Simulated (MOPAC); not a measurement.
MOPAC input (MNDO):

```
MNDO 1SCF GEO-OK AUX(PRECISION=9) THREADS=1
BrCs

Cs   -0.00000000 1   -0.00000000 1   -1.22009700 1
Br    0.00000000 1    0.00000000 1    1.91729500 1
```

From the output:

```
                                                       MOPAC v23.2.5 Linux

          FINAL HEAT OF FORMATION =        -46.63307 KCAL/MOL =    -195.11277 KJ/MOL

          COSMO AREA              =        209.90 SQUARE ANGSTROMS
          COSMO VOLUME            =        280.42 CUBIC ANGSTROMS

          IONIZATION POTENTIAL    =          7.508128 EV
          HOMO LUMO ENERGIES (EV) =         -7.508  0.770
          NO. OF FILLED LEVELS    =          4
          MOLECULAR WEIGHT        =        212.8094         POINT GROUP:  C*v

          MOLECULAR DIMENSIONS (Angstroms)

            Atom       Atom       Distance
           Br     2   Cs     1     3.13739
           Br     2   Cs     1     0.00000
           Cs     1   Br     2     0.00000

          SCF CALCULATIONS        =          1

   ATOM   CHEMICAL          X               Y               Z
  NUMBER   SYMBOL      (ANGSTROMS)     (ANGSTROMS)     (ANGSTROMS)

     1      Cs         -0.00000000  *  -0.00000000  *  -1.22009700  *
     2      Br          0.00000000  *   0.00000000  *   1.91729500  *

                             CARTESIAN COORDINATES

   1   Cs       -0.000000000    -0.000000000    -1.220097000
   2   Br        0.000000000     0.000000000     1.917295000

           Empirical Formula: Cs Br  =     2 atoms

      MOLECULAR POINT GROUP   :   C*v

                  EIGENVALUES
 -19.17809  -7.68122  -7.50813  -7.50813   0.76972   1.72716   1.99955   1.99955

              NET ATOMIC CHARGES AND DIPOLE CONTRIBUTIONS

  ATOM NO.   TYPE          CHARGE      No. of ELECS.   s-Pop       p-Pop
    1         Cs           0.902607        0.0974     0.00026     0.09713
    2         Br          -0.902607        7.9026     1.98254     5.92006
 DIPOLE           X         Y         Z       TOTAL
 POINT-CHG.     0.000     0.000   -13.602    13.602
 HYBRID         0.000     0.000    -0.020     0.020
 SUM            0.000     0.000   -13.622    13.622

          ATOMIC ORBITAL ELECTRON POPULATIONS

     Atom    s        px        py        pz
    1 Cs   0.00026   0.03860   0.03860   0.01993
    2 Br   1.98254   1.96140   1.96140   1.99726

 **********************
 *                    *
 * JOB ENDED NORMALLY *
 *                    *
 **********************

 == MOPAC DONE ==
```

The geometry given is a B3LYP-D3(BJ)/def2-TZVP minimum.
